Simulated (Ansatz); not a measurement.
Calculated with Ansatz (gas phase, PBE0-D4/def2-TZVP geometries, no zero-point term in ΔE). CCSD(T)/CBS adds triple-zeta CCSD(T) − MP2 to the extrapolated MP2 energy (def2 sets, frozen cores). This one scheme is used for every species. For Ge, Se outer-core shells are correlated without core-valence functions, which leaves a few kJ/mol of doubt a bond. Scalar relativity is left out up to krypton. Each species was taken in one conformer, which may not be the lowest.

Reaction (formal hydrolysis of a B–Ge bond): `C[B]([GeH3])[SeH]` + H₂O → `CB(O)[SeH]` + GeH₄

```json
{"species": "`C[B]([GeH3])[SeH]`", "SCS-MP2/def2-QZVPP energy (Eh)": "-4543.28464"}
{"species": "H₂O", "SCS-MP2/def2-QZVPP energy (Eh)": "-76.34808"}
{"species": "`CB(O)[SeH]`", "SCS-MP2/def2-QZVPP energy (Eh)": "-2541.45119"}
{"species": "GeH₄", "SCS-MP2/def2-QZVPP energy (Eh)": "-2078.22806"}
```

(1) Work out ΔE.

Largest T1 diagnostic among the species: 0.012.

## Answers

(1) ΔE = (-2541.45119) + (-2078.22806) − (-4543.28464) − (-76.34808) = -0.04653 Eh = -1.27 eV. CCSD(T)/CBS gives -1.18 eV.

From PBE to PBE0 (25 % exact exchange), in def2-TZVPP and without D4, ΔE moves by −0.03 eV. The D4 term adds +0.08 eV with B3LYP and +0.04 eV with PBE0; it sums over pairs of atoms, weighted by their polarisabilities, and B3LYP, whose exchange is more repulsive, gets the larger term.

B3LYP here is the variant with VWN-RPA as its local correlation; programs differ in this.
